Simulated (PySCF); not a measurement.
Job file and geometry (Å, from GFN2-xTB) of an NMR shielding run on SMILES [GeH3][O]c1ccoc1, C₄H₆GeO₂, PySCF 2.14.0, density-fitted response routines, GIAO PBE0/pcSseg-1 NMR shielding, non-relativistic, gas phase; density fitting, a coarse starting grid and PySCF grid level 2 are the driver's defaults:

```
{"job": {"kind": "nmr", "xc": "PBE0", "basis": "pcSseg-1"}, "charge": 0, "multiplicity": 1}
Ge     2.493945    -0.034293    -0.032122
O      0.941064    -0.513126    -0.695032
C     -0.282352    -0.170823    -0.236666
C     -1.509989    -0.601111    -0.813837
C     -2.486126    -0.033708    -0.057033
O     -1.963548     0.704476     0.931923
C     -0.620799     0.620472     0.821753
H      2.621498     1.461654    -0.077351
H      2.608009    -0.525311     1.382002
H      3.389790    -0.739493    -0.987091
H     -1.624514    -1.238041    -1.665507
H     -3.554980    -0.080442    -0.122062
H     -0.016386     1.150232     1.533293
```

Q: What does the program print?

A: 
```
coarse grid: 53328 points
cycle   1  E = -2382.4650371026  dE =  7.421e-01  |g| = 1.092e+00  |ddm| = 3.580e+00
cycle   2  E = -2382.3011975759  dE =  1.638e-01  |g| = 1.421e+00  |ddm| = 1.543e+00
cycle   3  E = -2382.5784781736  dE = -2.773e-01  |g| = 2.679e-01  |ddm| = 1.141e+00
cycle   4  E = -2382.5906090474  dE = -1.213e-02  |g| = 8.547e-02  |ddm| = 2.419e-01
cycle   5  E = -2382.5915974399  dE = -9.884e-04  |g| = 3.289e-02  |ddm| = 7.953e-02
cycle   6  E = -2382.5918086238  dE = -2.112e-04  |g| = 7.516e-03  |ddm| = 2.764e-02
cycle   7  E = -2382.5918185355  dE = -9.912e-06  |g| = 1.367e-03  |ddm| = 6.044e-03
final grid: 112520 points
cycle   8  E = -2382.5918293806  dE =  6.524e-07  |g| = 2.145e-03  |ddm| = 2.903e-03
cycle   9  E = -2382.5918273647  dE =  2.016e-06  |g| = 3.584e-03  |ddm| = 4.261e-03
cycle  10  E = -2382.5918304883  dE = -3.124e-06  |g| = 2.510e-04  |ddm| = 2.741e-03
cycle  11  E = -2382.5918305006  dE = -1.229e-08  |g| = 4.083e-05  |ddm| = 1.862e-04
cycle  12  E = -2382.5918305009  dE = -3.083e-10  |g| = 1.165e-05  |ddm| = 3.836e-05
converged SCF energy = -2382.5918305009

GIAO shielding tensors (ppm)
atom      isotropic    diamagn.    paramagn.     s11        s22        s33       span
  0 Ge    1412.031    2756.498   -1344.467   1297.095   1304.711   1634.288    337.193
  1 O      286.241     403.967    -117.726    203.887    286.426    368.409    164.521
  2 C       29.216     249.936    -220.720    -34.745     26.350     96.043    130.787
  3 C       74.147     253.124    -178.977     -3.718     72.487    153.672    157.390
  4 C       40.504     252.794    -212.290    -34.255     45.130    110.637    144.892
  5 O       66.656     396.708    -330.052    -75.799      2.721    273.047    348.846
  6 C       59.998     258.305    -198.307      1.968     62.662    115.362    113.394
  7 H       26.646      28.996      -2.350     20.393     22.360     37.186     16.793
  8 H       26.659      29.004      -2.345     20.410     22.364     37.203     16.793
  9 H       26.818      28.629      -1.811     19.434     22.776     38.244     18.810
 10 H       25.221      31.386      -6.165     23.167     25.382     27.115      3.948
 11 H       24.426      29.307      -4.881     21.481     25.296     26.501      5.020
 12 H       24.589      33.251      -8.662     21.307     24.268     28.194      6.887
```

Relativistic effects, spin–orbit coupling among them, are left out; they matter for Ge and for the light atoms bonded to it.

Size and cost of the density-fitted run: 173 basis functions, 22 s wall time on 1 thread of an Arm Neoverse V1, shared host.
